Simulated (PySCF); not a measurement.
## Excitation energy of La⁺ by level of theory

La⁺ [Xe] 5d2 (3F) → La⁺ [Xe] 5d1 6s1, s spin flipped, as a difference of total energies. Calculation: PySCF 2.14, in x2c-TZVPPall with one added diffuse shell each of s, p, d type (12s8p8d3f1g, 106 functions); the spin-free X2C one-electron Hamiltonian (Gaussian nucleus). The calculations carry no spin-orbit coupling.

| method | excitation energy (eV) |
| --- | --- |
| wB97M-V | 0.542 |
| revPBE | 0.755 |
| HSE06 | 0.732 |

The upper determinant mixes two multiplicities, so it lies between the two terms.
